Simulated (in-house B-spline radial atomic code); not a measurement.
Settings and results of a run for Pr³⁺ (an excited or competing configuration). Method: Dirac-Hartree-Fock, average of the jj configuration, Fermi nucleus of rms radius 4.8919 fm. Calculated with a radial B-spline atomic code at the basis-set limit.

In the input, a minus or plus after the letter marks the j = l - 1/2 or j = l + 1/2 subshell.

Command:
```bash
python run_scf.py task.json out
```
Settings (nuclear radius in fm, mass in u):
```
Z                59
configuration    1s2 2s2 2p6 3s2 3p6 3d10 4s2 4p6 4d10 4f-1 5s2 5p6 9f+1
hamiltonian      dirac
method           hf
spin_polarised   False
nucleus          fermi
rms_radius       4.8919
atomic_mass      140.90766
speed_of_light   137.035999084
```

Output (hartree, bohr):
```
 radial grid: 90 intervals, B-splines of order 8, outer radius 102 bohr

 iter        energy (Eh)    residual
    1       -9223.282657    6.12e-01
    2       -9232.947342    3.37e-01
    3       -9235.546545    9.12e-02
    4       -9235.757224    3.35e-02
    5       -9235.774808    1.27e-02
    6       -9235.778170    9.80e-04
    7       -9235.778186    3.86e-04
    8       -9235.778188    4.29e-05
    9       -9235.778188    8.26e-07
   10       -9235.778188    7.24e-08

 total energy                     -9235.77819
 kinetic                            9933.5038
 electron-nucleus                 -22441.4476
 electron-electron                  3272.1656

 first-order corrections (not in the total)
   Gaunt                             8.7638
   retardation                      -0.9152
   frequency dependence             -0.1033
   self-energy                       6.0378
   Uehling                          -0.9036
   Wichmann-Kroll                    0.0249
   recoil                            0.0237

 orbital      occ     eigenvalue          <r>       <r^2>       <1/r>     <1/r^3>       r_max    small
 1s1/2      2.000     -1553.7229    0.0240894 0.000789379     64.6849           -     0.01541  4.78e-02
 2s1/2      2.000      -255.5418     0.102474    0.012454     15.2994           -     0.08731  1.04e-02
 2p1/2      2.000      -240.9697    0.0861532  0.00915474     15.2401           -     0.06659  1.04e-02
 2p3/2      4.000      -223.1959    0.0924189   0.0104044     13.7619     7489.41      0.0719  9.79e-03
 3s1/2      2.000       -58.3860     0.270877   0.0839721      5.5506           -      0.2486  3.24e-03
 3p1/2      2.000       -52.1699     0.261061   0.0792083     5.45209           -      0.2359  3.17e-03
 3p3/2      4.000       -48.5595     0.273031   0.0864397     5.08694     1539.07      0.2472  2.99e-03
 3d3/2      4.000       -37.8498     0.244703   0.0705645     4.93868     251.749      0.1987  2.85e-03
 3d5/2      6.000       -37.0682     0.248364   0.0725395      4.8474     228.608      0.2019  2.81e-03
 4s1/2      2.000       -13.8438      0.61903    0.431662      2.2896           -      0.5774  9.87e-04
 4p1/2      2.000       -11.4370     0.636738    0.460196     2.18484           -      0.5864  9.20e-04
 4p3/2      4.000       -10.6186     0.661884    0.497031      2.0719     328.235      0.6095  8.69e-04
 4d3/2      4.000        -6.5943     0.712229    0.586329     1.85275     44.9361      0.6283  7.20e-04
 4d5/2      6.000        -6.3948     0.721422    0.601216     1.82264     40.3116      0.6362  7.04e-04
 4f5/2      1.000        -2.1211     0.905105      1.0079     1.38451     5.66408      0.6621  4.28e-04
 5s1/2      2.000        -3.3128      1.44547     2.33293    0.912242           -       1.321  2.24e-04
 5p1/2      2.000        -2.5193      1.57592     2.78456    0.830237           -       1.423  1.92e-04
 5p3/2      4.000        -2.3778      1.63992     3.01292     0.79088     51.4887        1.48  1.78e-04
 9f7/2      1.000        -0.1237       22.749     582.842    0.065872   0.0343018        25.9  5.48e-06
```

Cost of the run: 3.5 s on 1 thread of Arm Neoverse V1 (shared host).

For the Dirac Hamiltonian the kinetic term is c α·p + (β - 1)c².
